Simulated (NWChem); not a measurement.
Molecule: BeHOBr; SMILES [OH][Be][Br]

```xyz
4

Be     0.0014     1.1598     0.0000
Br     0.0050    -0.8114     0.0000
O      0.0554     2.5658     0.0000
H     -0.6232     3.2323     0.0000
```
Atoms are numbered in this order, from 1.

Results from NWChem. Structure relaxed at the PBE0-D3(BJ)/def2-TZVP level. B3LYP is NWChem's, with the RPA form of VWN correlation. Vertical excitations in the gas phase; the lowest state need not have the same character in each row.

### Question
Order these by “lowest excitation, singlet (eV)”, lowest first: B3LYP/def2-SVP, TDA; CAM-B3LYP/def2-SVP, TDA; BHandHLYP/def2-SVP, TDA; PBE/def2-SVP, TDA.

### Answer
PBE/def2-SVP, TDA (6.24), B3LYP/def2-SVP, TDA (6.62), CAM-B3LYP/def2-SVP, TDA (6.96), BHandHLYP/def2-SVP, TDA (7.25)
